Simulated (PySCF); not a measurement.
## SnF(OH), singlet: molecular constants

Level of theory: PBE0/[Sn def2-TZVP with ECP28, F def2-TZVP, O def2-TZVP, H def2-TZVP], scalar-relativistic core potentials, density fitting, no spin–orbit coupling, PySCF.

The structure is a minimum.

Z-matrix (Å, degrees; charge 0 multiplicity 1):
```
Sn
F  1 1.9505
O  1 1.9637 2 94.74
H  3 0.9629 1 114.09 2 0.00
```

```json
{
  "Point group": "Cs",
  "Bond lengths": "O–H 0.963 Å, Sn–F 1.950 Å, Sn–O 1.964 Å",
  "Bond angles": "F–Sn–O 94.7°, H–O–Sn 114.1°",
  "Rotational symmetry number": "1",
  "Enthalpy at 298.15 K above 0 K": "13.25 kJ/mol",
  "Entropy at 298.15 K and 1 bar": "292.5 J/(mol K)",
  "Highest occupied level": "-8.15 eV",
  "Principal polarisabilities": "34.0, 39.6, 44.9 bohr³",
  "Lowest empty level": "-2.33 eV",
  "Dipole moment": "1.80 D",
  "Rotational constants": "0.3292, 0.2281, 0.1347 cm⁻¹",
  "Zero-point energy": "38.4 kJ/mol",
  "Principal quadrupole moments (Buckingham, traceless) about the centre of mass": "-10.06, 4.20, 5.86 D Å",
  "Atomisation energy without zero-point energy": "1317 kJ/mol",
  "Heat capacity Cp at 298.15 K": "58.6 J/(mol K)"
}
```

Harmonic modes (masses in u: Sn 119.902, F 18.998, O 15.995, H 1.008):
```
symmetry  ω (cm⁻¹)  IR (km/mol)  μ (u)
      a'       185         22.4   6.94
     a''       452          138   1.11
      a'       570          106  18.55
      a'       621          116  15.36
      a'       736         49.5   1.13
      a'      3859         67.2   1.07
```

Charges (e):
```json
{"atom": "Sn1", "Mulliken": "0.88", "Löwdin": "0.54", "polar tensor": "1.22", "Mayer order to Sn1": "–"}
{"atom": "F2", "Mulliken": "-0.51", "Löwdin": "-0.32", "polar tensor": "-0.69", "Mayer order to Sn1": "0.79"}
{"atom": "O3", "Mulliken": "-0.69", "Löwdin": "-0.36", "polar tensor": "-0.79", "Mayer order to Sn1": "0.99"}
{"atom": "H4", "Mulliken": "0.32", "Löwdin": "0.14", "polar tensor": "0.25", "Mayer order to Sn1": "0.04"}
```
Other Mayer orders above 0.3: O–H 0.88.

Mulliken populations on Sn1 (electrons outside its core potential): s 3.87, p 7.01, d 10.17, f 0.08.

This need not be the most stable arrangement of these atoms.

The final relaxation and frequency run took 44 s on 4 threads of a shared Intel Xeon Platinum 8488C (Sapphire Rapids) host, with 118 basis functions and 19 gradients; the process peaked at 1.3 GiB.
